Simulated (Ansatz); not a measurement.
Molecule: SnCl, net charge 0, doublet state. 
Geometry from a B3LYP-D3(BJ)/def2-TZVP (Ansatz, an electronic-structure program) optimisation:
SMILES: [Sn][Cl]
```xyz
2

Sn     0.0000     0.0000    -0.6074
Cl     0.0000     0.0000     1.7863
```
Charge 0, spin multiplicity 2.

Basis-set convergence of Hartree-Fock and CCSD correlation energies (hartree) with Ansatz. Cores are frozen in the correlated levels unless marked. UHF or UKS for open shells. Spin-orbit coupling is left out. Frozen are the shells of the preceding noble gas and the d and f shells that filled before the atom's block. In def2 rows, elements after Kr have scalar-relativistic effective core potentials.

```
basis       functions       E(HF)  E(corr, CCSD)
----------  ---------  ----------  -------------
def2-SVP           44  -672.74721       -0.20027
def2-TZVPP         92  -672.91382       -0.27258
def2-QZVPP        152  -672.92841       -0.29569
```

Extrapolating the two largest sets (X = 3 and 4) as X^-3: E(corr) = (64·(-0.29569) - 27·(-0.27258))/37 = -0.3126 Eh, an estimate of the basis-set limit. The largest set recovers 94.6 % of it, the smallest 64.1 %.
